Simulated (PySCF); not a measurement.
## Spin states and ions at one geometry of [La(H2O)2]3+

PySCF 2.14.0, RKS B3LYP, La def2-SVP with ECP46, O def2-SVP, H def2-SVP; non-relativistic Hamiltonian with scalar-relativistic core potentials where named; density fitting; no spin-orbit coupling; singlets restricted, open shells unrestricted. The geometry is relaxed for charge +3, singlet, vacuum:

```xyz
7

La   -0.8697   -0.8697   -0.0227
O     0.1020    0.1017    1.9235
H     0.8020    0.8016    1.9945
H    -0.1028   -0.1034    2.8737
O     0.1553    0.1557   -1.9187
H     0.9570   -0.1400   -2.4253
H    -0.1404    0.9574   -2.4251
```

Energies count from the relaxed state; an electron taken off or put on is at rest in vacuum. Charges and spins are Mulliken's.

Order these states by energy, lowest first.
A. charge +4, doublet, vacuum
B. charge +3, triplet, vacuum
C. charge +3, singlet, vacuum
D. charge +2, doublet, vacuum

D (-15.70 eV), C (0.00 eV), B (6.66 eV), A (28.93 eV).

How do charge and spin on the first atom follow?


```tsv
state	spin squared	charge on La1 (e)	spin on La1 (e)	dipole about the centre of mass (D)
charge +3, singlet, vacuum	0.00	2.26	0.00	2.54
charge +3, triplet, vacuum	2.01	1.65	0.98	7.16
charge +4, doublet, vacuum	0.75	2.42	0.00	10.03
charge +2, doublet, vacuum	0.75	1.45	1.00	2.88
```

With an electron taken off (doublet) the charges change, summed by element, by La +0.16 e, O +0.58 e, H +0.26 e. The vertical ionisation energy is 28.93 eV, against −ε(HOMO) = 25.36 eV of the relaxed state. The level lies 3.6 eV too high, as is usual for semilocal functionals and global hybrids, which keep a self-interaction error.

With an electron put on (doublet) the charges change, summed by element, by La -0.81 e, O -0.01 e, H -0.18 e. The vertical electron affinity is 15.70 eV, against −ε(LUMO) = 18.37 eV of the relaxed state.

Open shells may have lower solutions than those found. Hard to converge, so the more doubtful: charge +4, doublet, vacuum.

A frequency check found unstable modes (1, the lowest at -17 cm⁻¹), so the relaxed geometry is a saddle point, or these are noise.
